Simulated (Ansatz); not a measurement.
Consider the formal exchange of groups at the Si–C bond: `C=C[SiH2]S[SiH](Cl)Cl` + CH₄ → `C[SiH2]S[SiH](Cl)Cl` + ethylene.

Isolated molecules relaxed with PBE0-D4/def2-TZVP in Ansatz; ΔE leaves out vibrations. CCSD(T)/CBS is the MP2 limit (def2-TZVPP, def2-QZVPP) plus CCSD(T) − MP2 in def2-TZVPP, frozen cores. This one scheme is used for every species. DFT in def2-TZVPP. Each species was taken in one conformer, which may not be the lowest.

`C=C[SiH2]S[SiH](Cl)Cl`:

```xyz
13

C     1.475   -0.424    1.470
C     1.162   -0.880    0.260
Si   -0.553   -1.429   -0.154
S    -1.418   -0.287   -1.772
Si   -1.106    1.693   -1.130
Cl   -1.523    1.940    0.858
Cl    0.811    2.328   -1.448
H     0.733   -0.345    2.260
H     2.481   -0.101    1.723
H     1.936   -0.923   -0.504
H    -0.590   -2.806   -0.707
H    -1.406   -1.333    1.055
H    -2.002    2.566   -1.909
```

CH₄:

Z-matrix (Å, degrees):
```
C
H 1 1.090
H 1 1.090 2 109.5
H 1 1.090 2 109.5 3 -120.0
H 1 1.090 2 109.5 3 120.0
```

`C[SiH2]S[SiH](Cl)Cl`:

Z-matrix (Å, degrees):
```
C
Si 1 1.860
H 1 1.091 2 111.5
H 1 1.094 2 109.1 3 119.4
H 1 1.091 2 110.9 3 -121.0
S 2 2.163 1 113.2 3 67.5
H 2 1.483 1 111.5 3 -55.9
H 2 1.484 1 111.6 3 -178.4
Si 6 2.101 2 102.5 1 -52.9
Cl 9 2.047 6 112.2 2 -40.4
Cl 9 2.047 6 112.4 2 80.3
H 9 1.473 6 108.5 2 -160.7
```

`C=C`:

Cartesian coordinates in Å:
```
C 0.390 0.006 0.535
C -0.390 -0.006 -0.535
H -0.019 -0.042 1.538
H 1.470 0.063 0.452
H 0.020 0.042 -1.538
H -1.470 -0.063 -0.452
```

(1) Is it downhill or uphill in electronic energy at CCSD(T)/CBS, and by how much? (Best estimate.)

(2) What do these levels give: PBE, r2SCAN, PBE0, CCSD(T)/def2-TZVPP, MP2/def2-QZVPP, CCSD/CBS(def2)? (An estimate is asked.)

Largest T1 diagnostic among the species: 0.011.

Answers

(1) Computed: Uphill: ΔE = +8.2 kJ/mol.

(2) The calculation gave: PBE 6.2, r2SCAN 8.0, PBE0 5.3, CCSD(T)/def2-TZVPP 8.5, MP2/def2-QZVPP 11.4, CCSD/CBS(def2) 6.4 kJ/mol.

In def2-TZVPP, CCSD(T) changes the Hartree–Fock value by +5.0 kJ/mol (the triples alone add +1.9 kJ/mol) and MP2 by +8.1 kJ/mol. The D4 term adds +6.2 kJ/mol with B3LYP and +3.9 kJ/mol with PBE0; it sums over pairs of atoms, weighted by their polarisabilities, and B3LYP, whose exchange is more repulsive, gets the larger term.

B3LYP here is the variant with VWN-RPA as its local correlation; programs differ in this.
